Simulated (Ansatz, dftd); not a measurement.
Species: GeHBr2, charge 0, doublet. GeHBr2 (SMILES [Br][GeH][Br], doublet).
B3LYP-D3(BJ)/def2-TZVP minimum from Ansatz (a program for electronic structure):
```xyz
4

Ge     0.0016    -0.9076     0.0643
Br     1.9053     0.4460     0.0255
Br    -1.9076     0.4340    -0.0486
H      0.0298    -1.7547    -1.2486
```
Charge 0, spin multiplicity 2.

Quantity: atomisation energy (electronic, to ground-state atoms), in kJ/mol. Radicals and triplets start from unrestricted determinants; spin-orbit coupling is neglected. Cores are frozen in correlated methods (noble-gas shells, and filled d and f shells in the p block). No relativity. CBS(X,Y): correlation extrapolated as X^-3, Hartree-Fock from the larger set. A bracket is a step between two methods taken in the basis named. Where a partner has so few electrons that a lower coupled-cluster level is exact, that level stands in. Spin-orbit terms, left out, reach several kcal/mol for Br and I, and more for heavier atoms.

```json
[
 {"level": "CAM-B3LYP-D3(BJ)/def2-TZVPD", "program": "Ansatz + dftd3", "atomisation energy (kJ/mol)": "857.6", "difference against the last row": "-21.2"},
 {"level": "CAM-B3LYP-D4/def2-TZVPD", "program": "Ansatz + dftd4", "atomisation energy (kJ/mol)": "856.7", "difference against the last row": "-22.1"},
 {"level": "MP2/cc-pVDZ", "program": "Ansatz", "atomisation energy (kJ/mol)": "785.9", "difference against the last row": "-92.9"},
 {"level": "MP2/cc-pVQZ", "program": "Ansatz", "atomisation energy (kJ/mol)": "874.7", "difference against the last row": "-4.1"},
 {"level": "CCSDT(Q)/cc-pVDZ", "program": "Ansatz", "atomisation energy (kJ/mol)": "770.0", "difference against the last row": "-108.8"},
 {"level": "CCSD(T)/CBS(cc-pVTZ,cc-pVQZ) + [CCSDT(Q) - CCSD(T)]/cc-pVDZ", "program": "Ansatz", "atomisation energy (kJ/mol)": "878.8", "difference against the last row": "0.0"}
]
```
